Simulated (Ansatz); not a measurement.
Computed with Ansatz on PBE0-D4/def2-TZVP structures; ΔE is electronic, products minus reactants. CBS: MP2 limit from def2 TZ/QZ plus the TZ coupled-cluster correction, frozen cores. Each species was taken in one conformer, which may not be the lowest.

Reaction (formal exchange of groups at the Si–C bond): `C[SiH](S)CS` + `[CH3][AlH][OH]` → `[CH3][AlH][SiH](C)S` + `OCS`

| species | CCSD(T)/CBS(def2) energy (Eh) |
| --- | --- |
| `C[SiH](S)CS` | -1165.59963 |
| `[CH3][AlH][OH]` | -358.31021 |
| `[CH3][AlH][SiH](C)S` | -1010.42810 |
| `OCS` | -513.38917 |

Problem. Work out ΔE.

Solution. ΔE = (-1010.42810) + (-513.38917) − (-1165.59963) − (-358.31021) = 0.09257 Eh = +243.0 kJ/mol.

Largest T1 diagnostic among the species: 0.011.

From PBE to PBE0 (25 % exact exchange), in def2-TZVPP and without D4, ΔE moves by +6.0 kJ/mol. The D4 term adds +5.7 kJ/mol with B3LYP and +3.0 kJ/mol with PBE0; it sums over pairs of atoms, weighted by their polarisabilities, and B3LYP, whose exchange is more repulsive, gets the larger term. In def2-TZVPP, CCSD(T) changes the Hartree–Fock value by +4.9 kJ/mol (the triples alone add −0.0 kJ/mol) and MP2 by +22.5 kJ/mol.

B3LYP here is the variant with VWN-RPA as its local correlation; programs differ in this.
